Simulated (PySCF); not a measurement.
Input of an EPR job (settings, then geometry in Å):

```
{"job": {"kind": "epr", "basis": "pcH-1"}, "charge": 0, "multiplicity": 2}
C     -2.519650    -1.212234    -0.150414
C     -1.754542    -0.101960     0.135322
C     -2.240261     1.042728     0.728630
C     -0.307744    -0.179853    -0.250264
O      0.139617    -0.988310    -1.024526
O      0.430060     0.751160     0.361900
C      1.829217     0.754461     0.078757
C      2.562595    -0.327497     0.858924
H     -2.074033    -2.064221    -0.629890
H     -3.564305    -1.246849     0.099708
H     -3.279910     1.120463     0.992060
H     -1.600037     1.880136     0.928823
H      1.973834     0.607243    -0.996685
H      2.171341     1.750559     0.367724
H      2.377506    -0.213833     1.924578
H      2.219215    -1.309095     0.541960
H      3.630099    -0.250867     0.672942
```

Method: UKS B3LYP, pcH-1 on C H O, non-relativistic, mean-field spin-orbit, GIAO in PySCF 2.14.0. The structure is a single GFN2-xTB conformer in the gas phase; no vibrational or solvent corrections. A GFN2-xTB geometry isn't a minimum of the functional, and hyperfine couplings can be far from their values at a DFT geometry. The frame is twisted about the C2–C4 bond at this geometry (dihedral C1–C2–C4–O5 = 17°); couplings at other torsion angles weren't computed.

Output of the driver script. The program numbers atoms from 0.

```
UKS, coarse grid
  cycle   1  E = -384.30588722  |g| = 6.98e-01
  cycle   2  E = -383.87544591  |g| = 1.29e+00
  cycle   3  E = -384.46204133  |g| = 2.52e-01
  cycle   4  E = -384.48494282  |g| = 8.33e-02
  cycle   5  E = -384.48708181  |g| = 2.88e-02
  cycle   6  E = -384.48747906  |g| = 6.81e-03
  cycle   7  E = -384.48751645  |g| = 3.65e-03
  cycle   8  E = -384.48752831  |g| = 2.05e-03
  cycle   9  E = -384.48753077  |g| = 8.35e-04
UKS, final grid
  cycle   1  E = -384.48756384  |g| = 1.34e-03
  cycle   2  E = -384.48756167  |g| = 2.50e-03
  cycle   3  E = -384.48756473  |g| = 3.27e-04
  cycle   4  E = -384.48756477  |g| = 6.53e-05
  cycle   5  E = -384.48756477  |g| = 3.59e-05
  cycle   6  E = -384.48756478  |g| = 1.21e-05
E = -384.48756478 Eh   <S^2> = 0.7817 (exact 0.7500)
g shifts (ppm)      1          2          3
  rmc          -133       -133       -133
  gc              2         26         35
  oz_so           4        398        559
  total        -127        292        461
hyperfine (MHz)  atom isotope    a_iso     a_fc   dipolar eigenvalues
    0   13C      56.45      56.45    -53.50    -51.83    105.33
    1   13C     -49.69     -49.69    -29.34     11.74     17.60
    2   13C      55.75      55.75    -52.81    -51.12    103.93
    3   13C       7.84       7.84     -0.82      0.30      0.52
    4   17O       1.41       1.41     -3.58     -2.83      6.41
    5   17O      -0.45      -0.45     -0.98     -0.36      1.33
    6   13C       0.13       0.13     -0.22     -0.16      0.39
    7   13C      -0.66      -0.66     -0.15     -0.05      0.21
    8    1H     -43.94     -43.94    -26.09     -0.58     26.66
    9    1H     -41.46     -41.46    -22.51     -1.85     24.36
   10    1H     -40.81     -40.81    -22.05     -1.87     23.93
   11    1H     -43.47     -43.47    -25.79     -0.50     26.29
   12    1H      -0.31      -0.31     -0.55     -0.52      1.08
   13    1H      -0.16      -0.16     -0.55     -0.53      1.08
   14    1H      -0.00      -0.00     -0.53     -0.41      0.94
   15    1H       0.04       0.04     -0.55     -0.45      1.00
   16    1H      -0.03      -0.03     -0.29     -0.25      0.53
```

|g| in the SCF lines is the orbital gradient. In the g block, columns 1 to 3 are the principal axes in rising order; rmc is the relativistic mass correction, gc the gauge correction and oz_so the orbital-Zeeman/spin–orbit term. a_fc is the Fermi-contact part of a_iso, here all of it, since this run has no spin–orbit term in the hyperfine coupling.

Question: Is the state sound, as far as the log shows?

Answer: The SCF converged after 15 cycles in all, 9 of them on the coarse grid; no stability test was run. The unrestricted determinant has ⟨S²⟩ = 0.7817 (exact 0.7500), 4.2 % above the value of a pure doublet state.

Question: What are the principal g values and g_iso?

Answer: Adding the total shifts to 2.002319 gives 2.00219, 2.00261, 2.00278; their mean shift is 209 ppm, so g_iso = 2.00253.

Question: Which couplings shape the isotropic spectrum at natural abundance (0.05 mT or more)? Keep the log's numbering.

Answer: atom 8 (1H, I = 1/2): -43.9 MHz = 1.57 mT in magnitude, a 1:1 doublet; atom 11 (1H, I = 1/2): -43.5 MHz = 1.55 mT in magnitude, a 1:1 doublet; atom 9 (1H, I = 1/2): -41.5 MHz = 1.48 mT in magnitude, a 1:1 doublet; atom 10 (1H, I = 1/2): -40.8 MHz = 1.46 mT in magnitude, a 1:1 doublet. Together 16 lines to first order. H9 and H10 aren't averaged: C1 is flat or nearly so (angle sum 360°), and its turn about the short C1–C2 bond (1.38 Å) is taken as slow.

Question: What are the principal values of the full tensor of atom 0 (13C)?

Answer: a_iso plus each dipolar eigenvalue: 2.95, 4.63, 161.78 MHz.

The species is `[CH2]C(=C)C(=O)OCC` [radical]. The run used 290 basis functions and 5 iterations of the response equations. 

The run took 95 s wall (with the writing of density and orbital grids) on one thread, Arm Neoverse V1 (aarch64), shared host, and the process peaked at 0.97 GiB of memory.
Labels such as C1 count atoms from 1, the log's own numbers from 0.
